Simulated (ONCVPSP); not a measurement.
## Sn: variants of one ONCV potential

Base potential:

```json
{
 "Element": "Sn",
 "Generator": "ONCVPSP 4.0.1",
 "Type": "optimised norm-conserving Vanderbilt (ONCV)",
 "Functional": "BLYP",
 "Relativity": "scalar-relativistic",
 "Frozen core": "[Kr] 4d10",
 "Valence charge": "4",
 "Reference configuration": "5s1.5 5p2.5",
 "Partial waves": "5s: rc 1.60 bohr, ncon 3, nbas 8, qcut 4 1/bohr, 2 projectors, debl 0.8 Ha; 5p: rc 2.80 bohr, ncon 4, nbas 7, qcut 2.7 1/bohr, 2 projectors, debl 1.7 Ha; d scattering state at 0.17 Ha: rc 2.95 bohr, ncon 3, nbas 6, qcut 3.9 1/bohr, 3 projectors, debl 3.8 Ha",
 "Local potential": "polynomial inside 1.20 bohr (lpopt 5, dvloc0 1 Ha)",
 "Core correction": "Teter function fitted to the true core (icmod 2), fcfact 0.7"
}
```

All-electron outer shells of the reference configuration (BLYP, scalar-relativistic, ld1.x):

```csv
shell,level (eV),outermost node (bohr),outermost maximum (bohr)
4p,-90.20,0.41,0.79
4d,-26.36,0.39,0.88
5s,-10.91,0.98,1.99
5p,-3.89,1.09,2.52
```

Cutoffs, loose and tight: the cutoffs (Ha) at which the residual kinetic energy of the hardest occupied pseudo-wave falls to 1 and 0.1 mHa per electron. They do not see the model core or the augmentation charge, which bear on the density cutoff. Test errors are all-electron minus pseudo excitation energies from the reference, over the configurations 5s2 5p2; 5s2 5p1; 5s2 5p0; 5s1 5p2. A dash means not determined; rows that change the core or the reference have their own tests.

A true bound ghost makes a file unfit for plane-wave use even where its test errors are small: the radial tests pick states by their node count and pass the ghost by.

```csv
change,outcome,"cutoff, loose","cutoff, tight",bound ghosts,GHOST(+) flags above zero,largest test error (meV)
base,generated,19 Ha,81 Ha,s,"s, p, d",-28
"local potential polynomial inside 1.20 bohr (lpopt 5, dvloc0 -1 Ha)",generated,19 Ha,81 Ha,s,"s, p, d",-27
"core correction Teter function fitted to the true core (icmod 2), fcfact 1.22",generated,19 Ha,81 Ha,s,"s, p, d",-19
functional LDA (Perdew-Zunger),generated,19 Ha,81 Ha,s,"s, p, d",-22
d: nproj 1,generated,19 Ha,81 Ha,s,"s, p, d",-28
p: debl 0.45,generated,19 Ha,81 Ha,s,"s, p, d",-28
p: qcut 3.5,generated,19 Ha,81 Ha,s,"s, p, d",-20
```

(1) What comes out with this change to the base: p: rc 1.9?

## Answers

(1) outcome: generated; cutoff, loose: 19 Ha; cutoff, tight: 81 Ha; bound ghosts: s; GHOST(+) flags above zero: s, p, d; largest test error (meV): -15.
